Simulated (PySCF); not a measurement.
C₅H₈N₂O₂.
Geometry (GFN2-xTB, Å), atoms numbered from 1 in this order:
```
atom  x, y, z in Å
C1     3.4415    0.2505   -0.0025
N2     2.0470    0.4714   -0.2889
C3     1.0565   -0.1596    0.3955
O4     1.2818   -0.9608    1.2817
C5    -0.3032    0.2146   -0.0408
C6    -1.3732   -0.2790    0.5855
N7    -2.6750    0.0125    0.2432
C8    -3.7610   -0.4784    0.9088
O9    -3.7239   -1.2061    1.8608
H10    3.4936   -0.5397    0.7448
H11    3.9748   -0.0621   -0.9020
H12    3.9093    1.1537    0.3962
H13    1.8160    1.1456   -0.9997
H14   -0.4036    0.8941   -0.8766
H15   -1.2635   -0.9542    1.4230
H16   -2.8202    0.6265   -0.5469
H17   -4.7038   -0.1169    0.4575
```

Jobs on this species (17 atoms, 68 electrons) with PySCF (density fitting). Hardware of each: an Arm Neoverse V2 with one thread (shared host). Times come from a shared host and carry two figures at best. Peak memory is the resident size of the whole Python process, interpreter and libraries included.

| level and settings | work | basis functions | SCF cycles | wall time | peak memory |
| --- | --- | --- | --- | --- | --- |
| HCTH407/def2-SVPD, start guess huckel, fitting basis def2-universal-jkfit | 12 singlets by TDA, 5 Tamm–Dancoff triplets, polarisability | 250 | ? | ? | ? |
| OPBE/pcSseg-1, start guess sap, level shift 0.2 Eh | shieldings, charges and field gradients | 193 | 21 | 47 s | 0.84 GiB |
| PBE0/ANO-RCC-VDZP | shieldings, charges and field gradients | 166 | 15 | 48 s | 0.82 GiB |
| HSE06/def2-SVPD, damping 0.1 at the start, DIIS from the seventh cycle | 25 singlets by TDA, polarisability | 250 | 26 | 1.8 min | 1.2 GiB |

Task: Fill in the missing figures.

Result: 
- HCTH407/def2-SVPD, start guess huckel, fitting basis def2-universal-jkfit; 12 singlets by TDA, 5 Tamm–Dancoff triplets, polarisability: 64 s, 0.78 GiB, 21 SCF cycles

Task: What do all jobs in the table cost together?

Result: About 4.5 min; the longest takes about 40 % of that, and about 2.3 times as long as the shortest.
